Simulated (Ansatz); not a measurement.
Cartesian coordinates in Å:
```
S 1.8265 -0.4127 -0.5248
Sn -0.3180 0.3460 0.1594
Cl -1.6829 -1.4928 0.5063
Cl 0.0149 1.3933 2.1898
H 1.2948 -1.2381 -1.4446
H -1.1353 1.4043 -0.8861
```

The species carries charge 0 and has multiplicity 1. Sn takes the def2 core potential.

Problem. List the PBE/def2-TZVPP orbital energies in eV (Ansatz). (Best estimate.)

Solution. The calculation gave: Occupied: -2739.12, -2739.06, -2396.48, -249.67, -249.62, -209.42, -190.38, -190.32, -190.20, -190.19, -190.15, -190.14, -155.57, -155.51, -155.33, -134.79, -90.77, -90.74, -90.65, -27.30, -27.25, -27.15, -27.09, -27.09, -20.51, -20.04, -18.52, -13.22, -10.69, -9.61, -9.53, -8.99, -8.05, -7.98, -7.86, -7.70, -6.85. Lowest empty: -2.86, -1.47, -1.12, -0.73, 0.42, 1.73, 1.89, 1.94.
